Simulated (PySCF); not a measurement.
# Stretching one bond of AlCH4

These are calculations, not measurements. The program is PySCF 2.14.0, an open-source quantum chemistry code, run on an isolated molecule that a program drew, which may never have been made. The molecule is AlCH4 (charge 0, doublet), drawn as the SMILES string `[CH2][AlH2]`.

The structure below is the HF double-zeta minimum with every atom moved a little at random, so it isn't optimised. Bond C1-Al2 is then set to each length in the table by shifting atoms 2, 5, 6 along it, with nothing else relaxed.
```xyz
6
AlCH4, angstrom
C     0.2914    2.0890    2.8895
Al   -0.4509    0.3949    2.4586
H     0.5431    2.4300    3.8786
H     0.3082    2.9615    2.0890
H    -0.5874   -0.7596    3.4404
H    -1.0161    0.0596    0.8267
```

E is the energy above the same method's energy at the HF double-zeta minimum. IE is the energy to remove one electron at fixed geometry, to the singlet state of charge +1, as a difference of total energies. The basis family is cc-pV(n+d)Z, with UHF for radicals and no spin-orbit coupling. Best is HF at quadruple zeta, plus MP2 correlation extrapolated from triple and quadruple zeta, plus CCSD(T) minus MP2 at triple zeta, with a frozen core. The other columns are at triple zeta.

| bond (Å) | E CCSD (kcal/mol) | E MP2 (kcal/mol) | E CCSD(T) (kcal/mol) | E best (kcal/mol) | IE CCSD (eV) | IE MP2 (eV) | IE CCSD(T) (eV) | IE best (eV) | T1 |
|---|---|---|---|---|---|---|---|---|---|
| 1.8301 | 10.38 | 10.82 | 10.30 | 10.28 | 9.939 | 10.058 | 9.995 | 10.058 | 0.011 |
| 1.8991 | 8.38 | 8.84 | 8.24 | 8.36 | 9.733 | 9.849 | 9.791 | 9.856 | 0.011 |
| 2.0331 | 10.14 | 10.71 | 9.89 | 10.24 | 9.369 | 9.481 | 9.431 | 9.498 | 0.012 |
| 2.0891 | ? | ? | ? | ? | ? | ? | ? | ? | ? |
| 2.1541 | 15.82 | 16.55 | 15.45 | 15.97 | 9.077 | 9.184 | 9.142 | 9.210 | 0.013 |

T1 is the CCSD diagnostic of the starting molecule.

**Estimate the best E and IE at 2.0891 Å from the other rows.**

A cubic in the inverse of the bond length through the other values of E best gives 12.54 kcal/mol there. A least-squares quadratic in the bond length through IE best gives 9.360 eV. The calculation gives 12.55 kcal/mol and 9.361 eV, so the fits miss by 0.01 kcal/mol and 0.001 eV. The same recipe one zeta lower moves these two values by 0.30 kcal/mol and 0.02 eV, a gauge of their own error. The rest of the row: E is 12.41 (CCSD), 13.05 (MP2), 12.11 (CCSD(T)); IE is 9.230 (CCSD), 9.340 (MP2), 9.293 (CCSD(T)); T1 is 0.013.
